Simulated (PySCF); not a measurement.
A PySCF script (with the pyscf-properties extension) for the NMR shieldings of `InChI=1S/C3H6BNO2/c5-4-6-2-1-3-7-4/h1-4H,5H2`, on a GFN2-xTB geometry:

```python
import basis_set_exchange as bse
import numpy as np
from pyscf import gto, dft
from pyscf.prop import nmr

atoms = """
N    -1.948197   -0.304467   -0.247750
B    -0.786182    0.198192   -0.967131
O     0.333442   -0.920681   -0.973312
C     1.200698   -0.961927   -0.056057
C     1.433607    0.058651    0.858523
C     0.683871    1.217920    0.713023
O    -0.223275    1.390390   -0.150773
H    -2.748122   -0.655656   -0.739166
H    -1.851307   -0.733572    0.656755
H    -0.975994    0.540728   -2.078206
H     1.803962   -1.872760   -0.012709
H     2.191691   -0.028885    1.614445
H     0.881417    2.072553    1.364630
"""
names = dict.fromkeys(["N", "B", "O", "C", "H"], "pcSseg-1")
basis = {el: gto.basis.parse(bse.get_basis(n, elements=[el], fmt="nwchem")) for el, n in names.items()}
mol = gto.M(atom=atoms, basis=basis, charge=0, verbose=0)
mf = dft.RKS(mol, xc="PBE0")
mf.grids.level = 2
mf.grids.alignment = dft.numint.BLKSIZE   # the property module wants whole blocks of grid points
mf.conv_tol = 1e-9
mf.kernel()

calc = nmr.RKS(mf)   # GIAO
C = mf.mo_coeff
Co = C[:, mf.mo_occ > 0]
resp = mf.gen_response(singlet=True, hermi=2)
def vind(x):   # induced exchange potential for any number of trial vectors
    d = np.einsum("pi,xij,qj->xpq", C, 2 * x.reshape(-1, C.shape[1], Co.shape[1]), Co, optimize=True)
    return np.einsum("xpq,pi,qj->xij", resp(d - d.transpose(0, 2, 1)), C, Co, optimize=True).ravel()
mo1, _ = nmr.rhf.solve_mo1(calc, with_cphf=vind)
sigma = calc.kernel(mo1)
for i, s in enumerate(sigma):   # ppm
    w = np.linalg.eigvalsh((s + s.T) / 2)
    print("%2d %-2s iso %8.1f  s11 %8.1f  s22 %8.1f  s33 %8.1f" % (i, mol.atom_pure_symbol(i), w.mean(), *w))
```

Question: Give the expected output.

Answer: 
```
 0 N  iso    214.8  s11    161.3  s22    217.4  s33    265.6
 1 B  iso    100.0  s11     81.6  s22     98.4  s33    120.1
 2 O  iso      9.3  s11   -189.1  s22   -129.5  s33    346.7
 3 C  iso      2.7  s11    -98.4  s22    -10.7  s33    117.2
 4 C  iso     82.4  s11    -30.7  s22    119.9  s33    158.0
 5 C  iso      3.0  s11    -98.5  s22     -9.7  s33    117.3
 6 O  iso     30.4  s11   -178.2  s22    -77.8  s33    347.2
 7 H  iso     30.3  s11     24.2  s22     24.8  s33     41.7
 8 H  iso     30.7  s11     24.9  s22     30.3  s33     36.9
 9 H  iso     28.0  s11     25.8  s22     27.0  s33     31.4
10 H  iso     23.6  s11     20.9  s22     24.3  s33     25.5
11 H  iso     26.1  s11     24.5  s22     26.5  s33     27.2
12 H  iso     23.6  s11     20.9  s22     24.4  s33     25.6
```

These numbers come from an equivalent density-fitted implementation of the same equations, which agrees with the script to about 0.01 ppm for H and up to a few tenths of a ppm for heavy atoms, so last digits may differ.

Size and cost of the density-fitted run: 149 basis functions, roughly 40 core-seconds.
